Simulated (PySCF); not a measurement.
Homolysis of single bonds, series SiH2(OH)-X. Gas-phase values, no solvent. One relaxed conformer stands for each flexible species; it need not be the lowest. Strings in code marks are SMILES.

The four lowest singlet excitations (Tamm–Dancoff). All values below come from PBE-D3(BJ)/def2-TZVP // PBE0-D4/def2-TZVP run with PySCF. Excitations are Tamm–Dancoff values on a coarser integration grid. The basis has no diffuse functions, so Rydberg states are missing or too high.

| state | energy (eV) | wavelength (nm) | oscillator strength |
|---|---|---|---|
| S1 | 3.27 | 380 | 0.002 |
| S2 | 4.62 | 269 | 0.014 |
| S3 | 5.19 | 239 | 0.021 |
| S4 | 5.92 | 209 | 0.000 |

Identify which member gives these states.
A) `C=C[SiH2]O` (C–C–Si–O torsion 6°, C–Si–O–H torsion 73°)
B) `O[SiH2][SiH3]` (H–O–Si–Si torsion 59°)
C) `C[SiH2]O` (C–Si–O–H torsion 70°)
D) `O=C[SiH2]O` (O–C–Si–O torsion 0°, C–Si–O–H torsion 0°)

D, `O=C[SiH2]O` (O–C–Si–O torsion 0°, C–Si–O–H torsion 0°)
